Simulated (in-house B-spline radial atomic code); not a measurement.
**Ionising Er XLVII (Er46+) with different functionals**

Computed with a radial B-spline atomic code at the basis-set limit: scalar-relativistic (spin-free X2C) Hamiltonian, Fermi nucleus of rms radius 5.2516 fm, spin-polarised at highest spin, spherical fractional occupations for the functionals. The ionisation energy is the difference of two self-consistent energies, [Ar] 3d4 → [Ar] 3d3, without Breit or QED terms; ε is the level of the shell that loses the electron (its least bound occupied spin orbital). There is no spin-orbit coupling in this Hamiltonian.

Hybrids are left out here: with spherical fractional occupations of an open shell their exact exchange keeps a self-interaction that integer-occupation calculations don't have.

```tsv
method	rung	ΔSCF (eV)	-ε(3d) (eV)
PW91	GGA	3899.3	3838.8
BP86	GGA	3899.0	3838.5
BLYP	GGA	?	?
TPSS	meta-GGA	?	?
```

Question: What does BLYP give?

Answer: ΔSCF 3898.8 eV, and -ε(3d) = 3838.4 eV.

Question: What does TPSS give?

Answer: ΔSCF 3898.1 eV, and -ε(3d) = 3837.9 eV.

Question: How do they compare with the NIST value?

Answer: NIST lists 3916 eV ± 4 (tabulated theory, ground level to ground level). Errors run from -17.9 to -16.7 eV. The correlated functionals all miss on the same side by more than they spread, so the cause is common to them (spin-orbit coupling, Breit-QED terms, multiplet and fine-structure energies, or a listed next ion that isn't the cheapest removal here) and closeness doesn't rank the functionals.
